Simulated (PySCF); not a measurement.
# Stretching HoB

Set-up: basis Ho x2c-SVPall, B x2c-SVPall; spin-free X2C with a Gaussian nucleus; PySCF 2.14. Energies in eV from Ho (4f11 6s2) + B in their ground configurations at the same level. State: septet, about 10.9 electrons in the 4f shell (Mulliken), real f orbitals that mix terms.

```tsv
R (Å)	r²SCAN	PBE0
2.022	-1.457	-0.606
2.116	-1.697	-0.887
2.210	-1.821	-1.054
2.280	-1.853	-1.116
2.351	-1.844	-1.134
2.421	-1.803	-1.117
2.516	-1.710	-1.050
2.633	-1.553	-0.916
2.774	-1.325	-0.709
2.962	-0.992	-0.397
```

**Question.** Put a parabola through the three lowest points of the r²SCAN curve and estimate Re, k and ωe (reduced mass 10.32 u; 1 eV/Å² = 0.16022 mdyn/Å; ωe = 1302.8·√(k/μ) cm⁻¹).

**Answer.** Through R = 2.21, 2.28, 2.351 Å the second-order coefficient is 4.14 eV/Å², so Re ≈ 2.300 Å, k ≈ 1.33 mdyn/Å and ωe ≈ 467 cm⁻¹. A polynomial fit of higher order to the unrounded r²SCAN energies gives Re = 2.299 Å, k = 1.24 mdyn/Å, ωe = 451 cm⁻¹; anharmonicity and rounding make the difference.

The higher-order fit for each curve: r²SCAN: Re = 2.299 Å, ωe = 451 cm⁻¹, De = 1.85 eV; PBE0: Re = 2.349 Å, ωe = 436 cm⁻¹, De = 1.13 eV.

Spin–orbit coupling is left out, which matters for elements this heavy, above all for dissociation energies. The state is the lowest single determinant that the PBE0 search found; with open d or f shells the true ground state can be another one.
